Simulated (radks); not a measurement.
Values are calculated unless marked as measured or tabulated.
Pb LXIX, 14 electrons, occupied as [Ne] 3s2 3p2 (the NIST ground configuration). Code: a radial shooting solver on a logarithmic mesh with Libxc functionals. Model: scalar-relativistic Kohn-Sham, LB94 model potential, spin-polarised, spherical densities, finite nucleus; open shells are filled with parallel spins first (spin-orbit coupling, left out, can overturn this in heavy ions); Fermi nuclear charge, rms radius 5.5012 fm.

Normalised radial functions P(r) = r R(r), r in bohr:

```
   r/bohr * 2s up, o 3s up, + 3s down (the largest magnitude, 4.04, reaches the edge; | marks zero, & curves that meet)
0.0008425                             |  & *
0.0009424                             |  &  *
 0.001046                             |  &  *
  0.00116                             |  &  *
 0.001298                             |   &  *
  0.00144                             |   &  *
 0.001611                             |   &   *
 0.001787                             |   &    *
 0.001983                             |    &   *
 0.002218                             |    &    *
 0.002461                             |    &    *
 0.002753                             |     &    *
 0.003055                             |     &     *
 0.003389                             |     &     *
 0.003791                             |      &     *
 0.004207                             |      &     *
 0.004705                             |      &      *
 0.005221                             |      &      *
 0.005793                             |      &      *
 0.006479                             |      &       *
  0.00719                             |      &       *
 0.008042                             |      &      *
 0.008923                             |      &      *
 0.009901                             |     &      *
  0.01107                             |     &     *
  0.01229                             |    &     *
  0.01374                             |   &    *
  0.01525                             |  &   *
  0.01692                             | &  *
  0.01893                             & *
    0.021                           &*|
   0.0233                        * &  |
  0.02607                    *   &    |
  0.02892                 *    &      |
  0.03235             *      &        |
   0.0359          *        &         |
  0.03983       *          &          |
  0.04455    *            &           |
  0.04943   *              &          |
  0.05529  *                &         |
  0.06135  *                  &       |
  0.06808   *                    &    |
  0.07614     *                      &|
  0.08449        *                    |  &
   0.0945           *                 |      &
   0.1049               *             |          &
   0.1164                  *          |              &
   0.1301                     *       |                 &
   0.1444                        *    |                  &
   0.1615                          *  |                  &
   0.1792                           * |                 &
   0.1989                            *|               &
   0.2224                            *|            &
   0.2468                             *        +o
   0.2761                             *     &
   0.3063                             *   &
   0.3399                             * &
   0.3802                             *&
   0.4218                             *&
   0.4718                             &
   0.5236                             &
```

2s up: eigenvalue -21596 eV, 1 radial node at r = 0.0201 bohr, <r> = 0.0668 bohr, 90 % of the charge inside 0.104 bohr. 3s up: eigenvalue -8755.1 eV, 2 radial nodes at r = 0.0189, 0.0791 bohr, <r> = 0.162 bohr, 90 % of the charge inside 0.235 bohr. 3s down: eigenvalue -8738.8 eV, 2 radial nodes at r = 0.0189, 0.0791 bohr, <r> = 0.162 bohr, 90 % of the charge inside 0.235 bohr.
